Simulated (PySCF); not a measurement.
C3H3N2, SMILES [c]1cn[nH]c1, multiplicity 2. Atoms are numbered in the order given.

```xyz
8

C     -1.2283     0.1536     0.0000
C     -0.5598    -1.0515     0.0000
N      0.7575    -0.7000     0.0000
N      0.9576     0.6264     0.0000
C     -0.2610     1.1747     0.0000
H     -0.8944    -2.0860     0.0000
H      1.5627    -1.3159     0.0000
H     -0.3794     2.2566     0.0000
```
Charge 0, spin multiplicity 2.

Geometry: B3LYP-D3(BJ)/def2-SVP. The isomer is the one that the SMILES or the coordinates give; other isomers of the formula were not compared.

Computed with PBE/def2-TZVP in PySCF.

ESP charges are fitted to the potential on shells at 1.4 to 2.0 van der Waals radii. Atomic charges (e):

| atom | ESP fit | Mulliken | Mulliken spin |
|---|---|---|---|
| C1 | -0.13 | (withheld) | 0.92 |
| C2 | -0.18 | -0.12 | -0.03 |
| N3 | 0.06 | (withheld) | 0.02 |
| N4 | -0.41 | (withheld) | 0.08 |
| C5 | 0.09 | -0.11 | -0.01 |
| H6 | 0.17 | (withheld) | 0.00 |
| H7 | 0.27 | 0.23 | 0.01 |
| H8 | 0.13 | 0.12 | 0.00 |

**Question.** Fill in the missing entries. (The exact figures need the calculation; the answer reports its results.)

**Answer.** 
- C1, Mulliken: -0.04
- N3, Mulliken: -0.04
- N4, Mulliken: -0.18
- H6, Mulliken: 0.14

**Question.** Give the Mayer and Wiberg (Löwdin basis) orders of the bonds. (Estimate from the structure and the level; the computed values follow.)

**Answer.** 
```
bond   Mayer  Wiberg
-----  -----  ------
C1–C2   1.58    1.78
C2–N3   1.24    1.56
N3–N4   1.17    1.57
C1–C5   1.43    1.63
N4–C5   1.58    1.86
C2–H6   0.94    0.87
N3–H7   0.91    0.88
C5–H8   0.96    0.87
```
